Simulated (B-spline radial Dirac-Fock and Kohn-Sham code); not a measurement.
**Satellites and hypersatellites of the K lines of K⁺**

System: potassium as K⁺, [Ne] 3s2 3p6.

The computed values come from a B-spline atomic structure program: Dirac-Fock energy differences between relaxed states, corrected for Breit and QED terms. Each two-hole energy is an average over J within one jj subconfiguration, not an observable level; in light atoms, where LS coupling holds, the j-resolved values are not observed lines, and for a K spectator the Kα1 hypersatellite is nearly forbidden. Electron correlation is not included.

Lines without a spectator: Kα2 (K-L2) 3311.0 eV, Kα1 (K-L3) 3313.8 eV, Kβ3 (K-M2) 3590.4 eV, Kβ1 (K-M3) 3590.7 eV. Shifts in eV with one spectator hole (a dash: not computed, or left out as unreliable):

| spectator hole | Kα2 | Kα1 | Kβ3 | Kβ1 |
| --- | --- | --- | --- | --- |
| K (1s) | +193.5 | +194.2 | +240.7 | +240.8 |
| L2 (2p1/2) | +14.90 | +18.53 | – | +48.0 |
| L3 (2p3/2) | +17.82 | +16.83 | +47.2 | – |
| M2 (3p1/2) | – | +0.69 | +3.71 | +4.70 |
| M3 (3p3/2) | +0.64 | – | +4.59 | +4.30 |

With n spectator holes in 2p, averaged over the 2p shell (energies in eV):

| n | KαLⁿ | step | hypersatellite KαʰLⁿ |
| --- | --- | --- | --- |
| 0 | 3312.8 | – | 3506.8 |
| 1 | 3330.2 | +17.4 | 3525.6 |
| 2 | 3349.0 | +18.8 | 3545.8 |
| 3 | 3369.2 | +20.1 | 3567.2 |
| 4 | 3390.7 | +21.5 | 3590.1 |
| 5 | 3413.5 | +22.9 | 3614.2 |
